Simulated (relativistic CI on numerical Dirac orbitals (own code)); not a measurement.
V+ (3d4) in a crystal field

Calculated by Dirac-Coulomb-Breit CI, separate exchange-only KLI orbitals for each configuration, model QED, valence Slater integrals scaled by 0.85, one configuration in a parametric crystal field (own radial code).

Field parameters in Wybourne normalisation: Oh B⁴₀ = 21Dq, B⁴₄ = √(5/14) B⁴₀. The field is a parameter set, without covalency.

S is read from ⟨S²⟩ = S(S + 1).

Site symmetry Oh; labels are those of the double group. Computed levels in cm⁻¹ above the lowest, in rising order:

```tsv
Δ (size of 10Dq)	Lowest	No. 2	No. 3	No. 4	No. 5	No. 6	No. 7	No. 8
2400	A1	4 T1	7 E	10 T2	13 A2	2353 T2	2356 T1	2358 A1
4300	A1	2 T1	5 E	7 T2	9 A2	4249 T2	4249 T1	4250 A1
6200	A1	2 T1	4 E	6 T2	8 A2	6147 A1	6147 T1	6147 T2
8100	A1	2 T1	4 E	6 T2	8 A2	6999 A1	7051 T1	7138 T2
10000	A1	2 T1	5 E	7 T2	9 A2	5254 A1	5308 T1	5402 T2
11900	A1	3 T1	6 E	9 T2	11 A2	3484 A1	3539 T1	3636 T2
13800	A1	6 T1	11 E	15 T2	20 A2	1705 A1	1759 T1	1855 T2
15700	A1	62 T1	149 E	183 T2	255 A2	349 T2	362 T1	364 A1
17600	A1	64 T1	176 E	179 T2	1981 A2	1984 T2	1987 E	1990 T1
19500	A1	63 T1	174 E	176 T2	3808 A2	3809 T2	3811 E	3812 T1
21400	A1	62 T1	174 E	176 T2	5647 A2	5648 T2	5649 E	5649 T1
23300	A1	62 T1	175 E	176 T2	7495 A2	7495 T2	7495 E	7496 T1
```

Ground-state S against |10Dq| in cm⁻¹: 2400: 2.00, 4300: 2.00, 6200: 2.00, 8100: 2.00, 10000: 2.00, 11900: 2.00, 13800: 1.99, 15700: 1.37, 17600: 1.01, 19500: 1.00, 21400: 1.00, 23300: 1.00.

The spin changes between |10Dq| = 13800 and 15700 cm⁻¹.
